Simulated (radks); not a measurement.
Neutral helium inside a hard spherical wall (all orbitals vanish at R), configuration held at [He] and not refilled when levels cross. Calculated with a radial shooting solver on a logarithmic mesh with Libxc functionals: non-relativistic Kohn-Sham, PBE, spin-polarised, spherical densities, point nucleus. Eigenvalues in eV for spin up, with the zero of energy where the potential of the charges vanishes at infinity; a dash marks a level that is unbound or too diffuse for the functional's potential to be trusted. A positive occupied level is held by the wall or, in an anion where self-interaction has pushed it up, behind a barrier. The pressure on the wall is -dE/dV.

R (bohr)  E (hartree)  kinetic (hartree)    e(1s)  e(2s, empty)  e(2p, empty)  pressure (GPa)
free         -2.89293              2.856  -15.763             -             -               0
20           -2.89293              2.856  -15.763             -             -        < 0.0001
15           -2.89293              2.856  -15.763             -             -        < 0.0001
12           -2.89293              2.856  -15.763             -             -        < 0.0001
7            -2.89293              2.856  -15.762         2.561         3.571        0.000808
6            -2.89287              2.857  -15.755         3.967         4.800         0.00928
5            -2.89238              2.861  -15.708         6.739         6.963           0.111
4            -2.88837              2.889  -15.440        12.905        11.232            1.40
3.5          -2.87995              2.937  -15.004        18.899        15.052            5.18
2.5          -2.78620              3.318  -11.684        47.468        31.770            85.8
